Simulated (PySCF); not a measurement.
**From a computed spectrum to the compound**

A species of 4 atoms with charge 0 has these harmonic modes (PBE0, small Gaussian bases with core potentials, PySCF 2.14.0):

```csv
cm⁻¹,km/mol
210,5.7
346,95.9
565,70.8
780,85.1
798,30.4
3852,59.9
```

Which species is it, and in which structure?

BiO(OH) (singlet):
```xyz
4

Bi    0.0102   -0.0017   -0.1748
O     1.5411   -0.0126    0.9772
O    -1.5232    0.0318    1.2544
H    -2.3955    0.0475    0.8374
```
Ideal gas at 298.15 K and 1 bar: S = 297.7 J/(mol K), Cp = 57.8 J/(mol K), H − H(0 K) = 13.2 kJ/mol (rigid rotor, harmonic modes, spin degeneracy alone). 
 This is one of several that fit.
